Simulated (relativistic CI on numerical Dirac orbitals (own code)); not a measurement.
## Ions with 30 electrons, Zn to Rh¹⁵⁺

Calculated at this level of theory: Dirac-Coulomb-Breit CI, orbitals from a KLI potential per configuration, model QED (radiative potential, 1s self-energy scaled to tabulated hydrogen-like ionisation energies), valence Slater integrals scaled by 0.9, P86 correlation energy added to each configuration (own radial code, finite nucleus).

CI space (outside the closed core [Ar] 3d10): 4s2, 4s 4p, 4p2, 4s 4d, 4d2, 4s 4f, 4p 4d. Levels of other configurations are missing.

Energies above each ion's lowest level, in eV. Levels are followed by their leading LS label, which can pass from one level to another where the coupling changes.

```csv
Ion,4s2 1S_0,4s 4p 3P°_0,4s 4p 3P°_1,4s 4p 3P°_2,4s 4p 1P°_1,4s 4d 1D_2,4s 4d 3D_1
Zn,0,3.4631,3.4841,3.526,5.8443,7.1091,7.1775
Ga⁺,0,5.3841,5.4357,5.5416,8.8447,12.796,13.623
Ge²⁺,0,7.2027,7.2933,7.4841,11.448,22.299,19.795
As³⁺,0,8.974,9.1118,9.4094,13.921,28.725,25.791
Se⁴⁺,0,10.719,10.913,11.342,16.343,35.064,31.674
Br⁵⁺,0,12.45,12.708,13.295,18.746,41.322,37.48
Kr⁶⁺,0,14.172,14.503,15.278,21.151,47.518,43.239
Rb⁷⁺,0,15.889,16.302,17.3,23.571,53.677,48.972
Sr⁸⁺,0,17.605,18.109,19.367,26.017,59.818,54.697
Zr¹⁰⁺,0,21.041,21.754,23.662,31.021,72.117,66.18
Nb¹¹⁺,0,22.765,23.595,25.902,33.595,78.305,71.963
Mo¹²⁺,0,24.494,25.449,28.211,36.226,84.537,77.788
Tc¹³⁺,0,26.228,27.317,30.597,38.922,90.826,83.666
Ru¹⁴⁺,0,27.97,29.2,33.064,41.69,97.184,89.605
Rh¹⁵⁺,0,29.72,31.097,35.619,44.537,103.62,95.615
```

The lowest level keeps the configuration 4s2 and J = 0 throughout.

Between Z = 42 and 45 the energy of 4s 4p 3P°_0 follows a local power law Z^2.8. For orientation: electrostatic splittings inside a shell grow about linearly with the screened charge, excitations that change n as its square, and fine structure as its fourth power; written in Z itself the exponents are larger, since the screened charge grows faster in proportion.

The members near neutrality are the least accurate: they can be off by several eV, miss lower levels of configurations outside the list, or start from a wrong lowest level.
